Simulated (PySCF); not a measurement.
Isomers of C5H13FSi3.

All values: PBE0/pcSseg-1 (PySCF) at GFN2-xTB geometries, gas phase, one conformer each.

Question: Rank by the lowest Hirshfeld charge on any atom, lowest value first.
A. `[CH:1]#[C:2][Si@@:3]([CH3:4])([CH2:5][SiH3:6])[CH2:7][SiH2:8][F:9]` with C2–Si3–C5–Si6 180°, C2–Si3–C7–Si8 -60°, Si3–C7–Si8–F9 -61°
B. `[CH3:1][SiH2:2][C:3]1=[CH:4][CH2:5][SiH2:6][SiH2:7][C@@H:8]1[F:9]` with C1–Si2–C3–C4 -1°, C3–C4–C5–Si6 63°, C4–C5–Si6–Si7 -49°, C5–Si6–Si7–C8 1°, Si6–Si7–C8–F9 172°
C. `[CH3:1][C:2]#[C:3][Si@@H:4]([SiH3:5])[SiH2:6][C@@H:7]([CH3:8])[F:9]` with C3–Si4–Si6–C7 -80°, Si4–Si6–C7–C8 -167°
D. `[CH3:1][C:2]#[C:3][CH2:4][Si:5]([SiH3:6])([SiH3:7])[CH2:8][F:9]` with C3–C4–Si5–Si6 -67°, C4–Si5–C8–F9 -68°

Answer: A (-0.251 e), B (-0.213 e), C (-0.189 e), D (-0.143 e).

Question: Rank by the highest Hirshfeld charge on any atom, highest value first.
A. `[CH3:1][C:2]#[C:3][Si@@H:4]([SiH3:5])[SiH2:6][C@@H:7]([CH3:8])[F:9]` with C3–Si4–Si6–C7 -80°, Si4–Si6–C7–C8 -167°
B. `[CH3:1][C:2]#[C:3][CH2:4][Si:5]([SiH3:6])([SiH3:7])[CH2:8][F:9]` with C3–C4–Si5–Si6 -67°, C4–Si5–C8–F9 -68°
C. `[CH3:1][SiH2:2][C:3]1=[CH:4][CH2:5][SiH2:6][SiH2:7][C@@H:8]1[F:9]` with C1–Si2–C3–C4 -1°, C3–C4–C5–Si6 63°, C4–C5–Si6–Si7 -49°, C5–Si6–Si7–C8 1°, Si6–Si7–C8–F9 172°
D. `[CH:1]#[C:2][Si@@:3]([CH3:4])([CH2:5][SiH3:6])[CH2:7][SiH2:8][F:9]` with C2–Si3–C5–Si6 180°, C2–Si3–C7–Si8 -60°, Si3–C7–Si8–F9 -61°

Answer: D (+0.424 e), C (+0.322 e), A (+0.236 e), B (+0.222 e).

Question: Rank by HOMO–LUMO gap, lowest first.
A. `[CH3:1][C:2]#[C:3][CH2:4][Si:5]([SiH3:6])([SiH3:7])[CH2:8][F:9]` with C3–C4–Si5–Si6 -67°, C4–Si5–C8–F9 -68°
B. `[CH3:1][SiH2:2][C:3]1=[CH:4][CH2:5][SiH2:6][SiH2:7][C@@H:8]1[F:9]` with C1–Si2–C3–C4 -1°, C3–C4–C5–Si6 63°, C4–C5–Si6–Si7 -49°, C5–Si6–Si7–C8 1°, Si6–Si7–C8–F9 172°
C. `[CH:1]#[C:2][Si@@:3]([CH3:4])([CH2:5][SiH3:6])[CH2:7][SiH2:8][F:9]` with C2–Si3–C5–Si6 180°, C2–Si3–C7–Si8 -60°, Si3–C7–Si8–F9 -61°
D. `[CH3:1][C:2]#[C:3][Si@@H:4]([SiH3:5])[SiH2:6][C@@H:7]([CH3:8])[F:9]` with C3–Si4–Si6–C7 -80°, Si4–Si6–C7–C8 -167°

Answer: A (6.42 eV), B (6.62 eV), D (6.85 eV), C (8.15 eV).

All values together:

```
                             SMILES  μ (D)  HOMO (eV)  LUMO (eV)  lowest IAO charge (e)  highest IAO charge (e)  lowest Hirshfeld charge (e)  highest Hirshfeld charge (e)
   C[SiH2]C1=CC[SiH2][SiH2][C@@H]1F   2.43      -6.92      -0.30             -0.721 (C)             +0.772 (Si)                   -0.213 (C)                   +0.322 (Si)
CC#C[Si@@H]([SiH3])[SiH2][C@@H](C)F   2.40      -7.35      -0.50             -0.439 (C)             +0.449 (Si)                   -0.189 (C)                   +0.236 (Si)
      C#C[Si@@](C)(C[SiH3])C[SiH2]F   1.94      -8.02       0.12             -0.856 (C)             +1.090 (Si)                   -0.251 (C)                   +0.424 (Si)
        CC#CC[Si]([SiH3])([SiH3])CF   1.45      -7.00      -0.58             -0.517 (C)             +0.469 (Si)                   -0.143 (C)                   +0.222 (Si)
```

Conformers: `[CH3:1][SiH2:2][C:3]1=[CH:4][CH2:5][SiH2:6][SiH2:7][C@@H:8]1[F:9]` with C1–Si2–C3–C4 -1°, C3–C4–C5–Si6 63°, C4–C5–Si6–Si7 -49°, C5–Si6–Si7–C8 1°, Si6–Si7–C8–F9 172°; `[CH3:1][C:2]#[C:3][Si@@H:4]([SiH3:5])[SiH2:6][C@@H:7]([CH3:8])[F:9]` with C3–Si4–Si6–C7 -80°, Si4–Si6–C7–C8 -167°; `[CH:1]#[C:2][Si@@:3]([CH3:4])([CH2:5][SiH3:6])[CH2:7][SiH2:8][F:9]` with C2–Si3–C5–Si6 180°, C2–Si3–C7–Si8 -60°, Si3–C7–Si8–F9 -61°; `[CH3:1][C:2]#[C:3][CH2:4][Si:5]([SiH3:6])([SiH3:7])[CH2:8][F:9]` with C3–C4–Si5–Si6 -67°, C4–Si5–C8–F9 -68°.
